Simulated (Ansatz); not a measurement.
```xyz
4

C     0.0098    0.0001   -1.0238
S    -0.0042    0.0088    0.5869
H    -0.0091   -0.9333   -1.6151
H     0.0054    0.9237   -1.6186
```

Basis set: cc-pVDZ (spherical functions). Frozen core: 6 orbitals. Charge 0, multiplicity 1.

Computed with Ansatz (development build ahead of 0.2.0); each method stands on the lowest determinant of its kind that the runs found. Restricted open shells among the atoms or ions are ROHF, correlated in semicanonical orbitals with singles.

**Question.** Give the atomization energy at this shape (free ground-state atoms in the same class of orbitals less the molecule, no zero-point energy) of singlet CH2S by RHF-MP2, RHF.

**Answer.**

```tsv
method	atomization energy
RHF-MP2	1254.1 kJ/mol
RHF	931.9 kJ/mol
```
